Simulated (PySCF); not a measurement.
Simulated C 1s region for Ge(NMeEt)2H2, `[H][Ge]([H])([N](C)CC)[N](C)CC`, binding energy against the vacuum level.

Every computed line was given a Gaussian of 1.0 eV full width at half maximum and an area set by the number of equivalent atoms; the highest printed point is 100. Computed with delta-SCF UKS SCAN, pcX-2 on the ionised atom, pcseg-1 elsewhere, spin-free X2C in PySCF 2.14.0.

```tsv
binding energy (eV)	intensity
288.8	0
288.9	0
289.0	0
289.1	1
289.2	2
289.3	3
289.4	5
289.5	8
289.6	12
289.7	18
289.8	24
289.9	32
290.0	40
290.1	48
290.2	56
290.3	64
290.4	71
290.5	78
290.6	85
290.7	92
290.8	97
290.9	100
291.0	100
291.1	96
291.2	89
291.3	79
291.4	66
291.5	53
291.6	40
291.7	29
291.8	20
291.9	13
292.0	8
292.1	5
292.2	3
292.3	1
292.4	1
292.5	0
292.6	0
```

Q: How many maxima does the curve show, and how many computed lines lie under it?

A: The curve has 1 maximum (at 291.0 eV). Under it lie 3 lines from 3 inequivalent carbon sites. At this width some lines have no maximum of their own.

Q: Decompose the envelope and assign each component. Bonds: Ge1–N2, Ge1–N14, N2–C3, N2–C4, C4–C5, N14–C15, N14–C16, C16–C17. Hydrogens: H26, H27 on Ge1; H6, H7, H8 on C3; H9, H10 on C4; H11, H12, H13 on C5; H18, H19, H20 on C15; H21, H22 on C16; H23, H24, H25 on C17.

A: 
```csv
position (eV),relative area,line,atoms,environment
290.29,2,C 1s,C5/C17,carbon bonded to C and 3 H
291.01,2,C 1s,C3/C15,carbon bonded to N and 3 H
291.11,2,C 1s,C4/C16,"carbon bonded to C, N and 2 H"
```

Lowest listed C 1s: C5/C17, bonded to C and 3 H. Highest, 0.82 eV above it: C4/C16, bonded to N, C and 2 H.

No satellites, vibrations or lifetime broadening are included. Atoms equivalent by their bonding share one computed value, that of the first of them. Geometry: PBE0-D3(BJ)/def2-SVP, one conformer, isolated molecule.
